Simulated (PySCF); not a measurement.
Input of a run (PBE0-D3(BJ)/def2-SVP geometry optimisation, gas phase, def2 core potentials past Kr (PySCF 2.14.0)), started from GFN2-xTB:
```
{"job": {"xc": "PBE0", "basis": "def2-SVP", "d3": "d3bj", "grid": 1, "maxiter": 40, "kind": "geom"}, "charge": 0, "multiplicity": 1}
In     0.315470     0.702830     0.046490
Cl     2.583090     0.960880     0.262120
Cl    -1.014260     2.569070    -0.041060
N     -0.539330    -1.159000     0.206460
H     -1.417680    -1.197070    -0.301910
H      0.072720    -1.876710    -0.172090
```

Output (energies in Eh, forces in Eh/bohr):
```
step   0  E = -1165.89697602  max force = 0.020621
step   1  E = -1165.89842176  max force = 0.003016
step   2  E = -1165.89856484  max force = 0.002235
step   3  E = -1165.89866902  max force = 0.000968
step   4  E = -1165.89866247  max force = 0.001190
step   5  E = -1165.89870474  max force = 0.000890
step   6  E = -1165.89874870  max force = 0.000894
step   7  E = -1165.89876510  max force = 0.000946
step   8  E = -1165.89877518  max force = 0.000741
step   9  E = -1165.89877467  max force = 0.000593
step  10  E = -1165.89877333  max force = 0.000505
step  11  E = -1165.89877273  max force = 0.000476
step  12  E = -1165.89877249  max force = 0.000461
step  13  E = -1165.89877237  max force = 0.000446
step  14  E = -1165.89877231  max force = 0.000445
step  15  E = -1165.89877227  max force = 0.000443
step  16  E = -1165.89877223  max force = 0.000442
step  17  E = -1165.89877219  max force = 0.000435
step  18  E = -1165.89877216  max force = 0.000431
step  19  E = -1165.89877212  max force = 0.000433
step  20  E = -1165.89877208  max force = 0.000428
step  21  E = -1165.89877204  max force = 0.000422
step  22  E = -1165.89877200  max force = 0.000425
step  23  E = -1165.89877197  max force = 0.000420
step  24  E = -1165.89877193  max force = 0.000414
step  25  E = -1165.89877189  max force = 0.000418
step  26  E = -1165.89877185  max force = 0.000412
step  27  E = -1165.89877181  max force = 0.000405
step  28  E = -1165.89877177  max force = 0.000409
step  29  E = -1165.89877173  max force = 0.000404
step  30  E = -1165.89877169  max force = 0.000397
step  31  E = -1165.89877165  max force = 0.000401
step  32  E = -1165.89877161  max force = 0.000395
step  33  E = -1165.89877157  max force = 0.000388
step  34  E = -1165.89877153  max force = 0.000392
step  35  E = -1165.89877149  max force = 0.000387
step  36  E = -1165.89877145  max force = 0.000380
step  37  E = -1165.89877141  max force = 0.000383
step  38  E = -1165.89877137  max force = 0.000378
step  39  E = -1165.89877133  max force = 0.000371
step  40  E = -1165.89877129  max force = 0.000374
optimisation converged
```

Question: Summarise the run.

Answer: The energy falls by 0.049 eV over 41 energy and gradient evaluations, the largest force component goes from 0.0206 to 3.7e-04 Eh/bohr, and the atoms move by 0.053 Å rms after alignment. The bond that changes most is In1–N4 (ends: indium bonded to 2 Cl and N; nitrogen bonded to In and 2 H), which shortens by 0.044 Å. Bonds longer at the end by more than 0.005 Å: 2 of 5; shorter: 1. Among the angles that change most is In1–N4–H6, from 111.1° to 115.8°. The energy rose by more than 1e-6 Eh at steps 4 and 10. The first step brought 81 % of the lowering. Warning given: forces and energy converged, displacements not (flat surface).

Question: What are the final bond lengths?

Answer: In1–Cl2 2.331 Å, In1–Cl3 2.330 Å, In1–N4 2.011 Å, N4–H5 1.017 Å, N4–H6 1.017 Å. Numbering counts from 1 in the input's order; the species is InCl2(NH2) (`[NH2][In]([Cl])[Cl]`).

The run used 86 basis functions and 150 SCF cycles in all. Hardware: an Arm Neoverse V1 with one thread (shared host). Cost: 2.2 min wall.

Not checked by PBE0-D3(BJ)/def2-SVP frequencies. The optimiser warned: forces and energy converged, displacements not (flat surface).
